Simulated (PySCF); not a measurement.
HO2, SMILES [O]O (connectivity only; charge and spin as stated), charge -1, multiplicity 1.

The structure is a stationary point at B3LYP-D3(BJ)/def2-TZVPD. The multiplicity is an assumed one; other spin states were not compared. The isomer is the one that the SMILES or the coordinates give; other isomers of the formula were not compared.

The numbers are results of B3LYP/def2-TZVPD run with PySCF, not measurements.

Symmetry labels are those of the subgroup Cs that the program uses (full group Cs).

### Question
List the valence orbital energies around the gap with their symmetry. (An estimate is asked for; the answer gives what the named calculation found.)

### Answer

```json
[
 {"orbital": "HOMO−7", "symmetry": "A'", "energy (eV)": "-512.47"},
 {"orbital": "HOMO−6", "symmetry": "A'", "energy (eV)": "-21.23"},
 {"orbital": "HOMO−5", "symmetry": "A'", "energy (eV)": "-14.61"},
 {"orbital": "HOMO−4", "symmetry": "A'", "energy (eV)": "-6.07"},
 {"orbital": "HOMO−3", "symmetry": "A'", "energy (eV)": "-3.57"},
 {"orbital": "HOMO−2", "symmetry": "A\"", "energy (eV)": "-2.80"},
 {"orbital": "HOMO−1", "symmetry": "A'", "energy (eV)": "0.74"},
 {"orbital": "HOMO", "symmetry": "A\"", "energy (eV)": "1.39"},
 {"orbital": "LUMO", "symmetry": "A'", "energy (eV)": "4.65"},
 {"orbital": "LUMO+1", "symmetry": "A'", "energy (eV)": "5.42"},
 {"orbital": "LUMO+2", "symmetry": "A'", "energy (eV)": "6.41"},
 {"orbital": "LUMO+3", "symmetry": "A\"", "energy (eV)": "6.67"}
]
```
